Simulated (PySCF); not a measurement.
GaHFBr, SMILES [Br][GaH][F]. Atoms are numbered in the order given.

```xyz
4

Ga    -0.3706     0.8902     0.0000
H     -1.7730     1.5209     0.0000
F      1.0488     1.9047     0.0000
Br     0.1093    -1.3216     0.0000
```
Charge 0, spin multiplicity 1.

Geometry optimised at r2SCAN-D4/def2-TZVP.

These are B3LYP/def2-TZVPD (PySCF) values and carry that method's errors.

Symmetry labels are those of the subgroup Cs that the program uses (full group Cs).

Computed valence orbital energies around the gap with their symmetry:
| orbital | symmetry | energy (eV) |
|---|---|---|
| HOMO−7 | A' | -21.17 |
| HOMO−6 | A' | -13.52 |
| HOMO−5 | A' | -11.29 |
| HOMO−4 | A" | -11.07 |
| HOMO−3 | A' | -11.06 |
| HOMO−2 | A' | -9.58 |
| HOMO−1 | A" | -8.79 |
| HOMO | A' | -8.54 |
| LUMO | A" | -1.96 |
| LUMO+1 | A' | -1.52 |
| LUMO+2 | A' | 0.05 |
| LUMO+3 | A' | 0.13 |
